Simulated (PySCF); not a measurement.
Run record: excited-state job, `C/C=C\P[C@@H](C)CC`.

Method: TDDFT B3LYP/def2-SVPD, vertical, gas phase, core orbitals frozen in the response (PySCF 2.14.0, density-fitted response routines). Geometry: PBE0-D3(BJ)/def2-SVP. The command runs a driver script over a list of jobs; the input below is this job's line of settings and its coordinates in Å.

Command:
```bash
OMP_NUM_THREADS=1 python probes_run.py task.json out
```

Input:
```
{"job": {"kind": "uv", "xc": "B3LYP", "basis": "def2-SVPD", "ip": true}, "charge": 0, "multiplicity": 1}
C      3.669872    -0.596601     0.106925
C      2.884583    -0.888487    -1.126494
C      1.670405    -0.425274    -1.462859
P      0.602612     0.792285    -0.634724
C     -0.891546    -0.277336    -0.230293
C     -0.545251    -1.522837     0.570927
C     -1.965589     0.567022     0.462699
C     -2.551302     1.683665    -0.386552
H      4.621182    -0.096699    -0.141739
H      3.937525    -1.532285     0.626089
H      3.125464     0.043773     0.813937
H      3.372550    -1.564475    -1.841261
H      1.261522    -0.749609    -2.428895
H      1.180207     0.766290     0.672495
H     -1.282453    -0.581519    -1.219939
H     -1.434316    -2.160573     0.711694
H     -0.169731    -1.250478     1.571138
H      0.232286    -2.122679     0.075566
H     -2.774905    -0.113843     0.781660
H     -1.547829     0.981949     1.398638
H     -3.329720     2.234535     0.162543
H     -1.779297     2.405805    -0.693965
H     -3.009756     1.282977    -1.305089
```

Output:
```
coarse grid: 18528 points
cycle   1  E = -616.6736362161  dE =  4.010e-01  |g| = 5.031e-01  |ddm| = 8.299e+00
cycle   2  E = -616.6402089033  dE =  3.343e-02  |g| = 6.162e-01  |ddm| = 2.254e+00
cycle   3  E = -616.7460165371  dE = -1.058e-01  |g| = 5.298e-02  |ddm| = 1.146e+00
cycle   4  E = -616.7464588795  dE = -4.423e-04  |g| = 3.709e-02  |ddm| = 1.946e-01
cycle   5  E = -616.7467974138  dE = -3.385e-04  |g| = 1.044e-02  |ddm| = 7.301e-02
cycle   6  E = -616.7468244231  dE = -2.701e-05  |g| = 3.794e-03  |ddm| = 2.613e-02
cycle   7  E = -616.7468281505  dE = -3.727e-06  |g| = 6.259e-04  |ddm| = 6.840e-03
final grid: 170968 points
cycle   8  E = -616.8423978885  dE = -6.704e-05  |g| = 5.845e-03  |ddm| = 2.263e-01
cycle   9  E = -616.8423934168  dE =  4.472e-06  |g| = 7.105e-03  |ddm| = 2.625e-02
cycle  10  E = -616.8424071874  dE = -1.377e-05  |g| = 5.429e-04  |ddm| = 1.372e-02
cycle  11  E = -616.8424072483  dE = -6.089e-08  |g| = 3.028e-04  |ddm| = 1.700e-03
cycle  12  E = -616.8424072699  dE = -2.167e-08  |g| = 9.303e-05  |ddm| = 6.131e-04
cycle  13  E = -616.8424072723  dE = -2.375e-09  |g| = 2.845e-05  |ddm| = 2.478e-04
cycle  14  E = -616.8424072725  dE = -2.078e-10  |g| = 6.170e-06  |ddm| = 5.454e-05
converged SCF energy = -616.8424072725

Static polarisability (au): isotropic 117.645, principal 97.974 102.381 152.578

Singlet excitations
state   eV       nm        f      main configurations
  1   5.3676    231.0   0.25246   H->L 0.93
  2   5.7455    215.8   0.02201   H->L+1 0.96
  3   5.9383    208.8   0.00460   H->L+2 0.73, H->L+3 0.21
  4   6.0547    204.8   0.00594   H->L+3 0.73, H->L+2 0.18
  5   6.2758    197.6   0.01979   H->L+4 0.94
  6   6.5583    189.0   0.01108   H->L+5 0.95
  7   6.7277    184.3   0.07402   H->L+6 0.88
  8   6.9741    177.8   0.09384   H-1->L 0.46, H->L+7 0.25, H-2->L 0.10
  9   7.0357    176.2   0.05064   H->L+7 0.70, H-1->L 0.16
 10   7.2811    170.3   0.01893   H->L+9 0.56, H-1->L+1 0.34

Triplet excitations (Tamm-Dancoff, eV): 3.9055 5.1046 5.2990 5.7621
Vertical ionisation energy (delta-SCF) = 8.0200 eV
```

The SCF starts on a coarse grid where the log names one; the energy can jump when the final grid takes over, and dE then counts from the start density on the new grid. H and L stand for HOMO and LUMO; the number after each pair is its weight.

Q: Which computed singlet has the largest oscillator strength, and what do all of them sum to?

A: State 1 at 5.37 eV (231 nm), f = 0.252; the 10 states sum to 0.553.

Main results: HOMO -6.08 eV, LUMO -0.19 eV; lowest singlet 5.37 eV; lowest triplet 3.91 eV (Tamm–Dancoff); mean polarisability 117.6 au.

The run took 4.8 min on an Arm Neoverse N1 with one thread (shared host), and the process peaked at 1.1 GiB of memory.

One conformer stands for the species.
Labels such as C1 count atoms from 1, the log's own numbers from 0.
